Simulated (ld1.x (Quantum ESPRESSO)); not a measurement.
# LDA (PZ) ultrasoft dataset for Tm (Z = 69), scalar-relativistic all-electron reference.

```
Element                 : Tm (Z = 69)
Generator               : ld1.x (Quantum ESPRESSO) 7.5
Type                    : ultrasoft
Functional              : LDA (PZ)
Relativity              : scalar-relativistic
Frozen core             : [Xe]
Valence charge          : 15
Reference configuration : 4f12 5d1 6s2 6p0
Partial waves           : 6s (bound): rcut 2.20, rcutus 2.65 bohr; 6s channel at 1.9 Ry: rcut 2.20, rcutus 2.65 bohr; 6p (bound, empty): rcut 2.95, rcutus 3.60 bohr; 6p channel at 1.3 Ry: rcut 2.95, rcutus 3.60 bohr; 5d (bound): rcut 2.15, rcutus 2.80 bohr; 5d channel at 1.45 Ry: rcut 2.15, rcutus 2.80 bohr; 4f (bound): rcut 0.55, rcutus 0.60 bohr; 4f channel at 4.2 Ry: rcut 0.55, rcutus 0.60 bohr
Local potential         : all-electron potential smoothed inside 2.35 bohr (lloc = -1)
Core correction         : none
Augmentation charge     : PSQ, inside the norm-conserving radii
```

All-electron outer shells of the reference configuration (LDA (PZ), scalar-relativistic, ld1.x):

| shell | level (eV) | outermost node (bohr) | outermost maximum (bohr) |
| --- | --- | --- | --- |
| 5s | -57.79 | 0.59 | 1.08 |
| 5p | -30.50 | 0.63 | 1.24 |
| 4f | -9.76 | – | 0.49 |
| 6s | -4.64 | 1.46 | 3.09 |
| 5d | -2.14 | 0.71 | 1.87 |
| 6p | -1.39 | 1.78 | 4.39 |

Q: Does this generation succeed?

A: No. ld1.x (Quantum ESPRESSO) 7.5 stopped with "run_pseudo: Errors in PS-KS equation": the pseudo-atom solver did not find the valence states with the expected number of nodes, which is the usual sign of a ghost state. Before that it printed "Warning: n=1, l=0 expected 0 nodes, found 1".
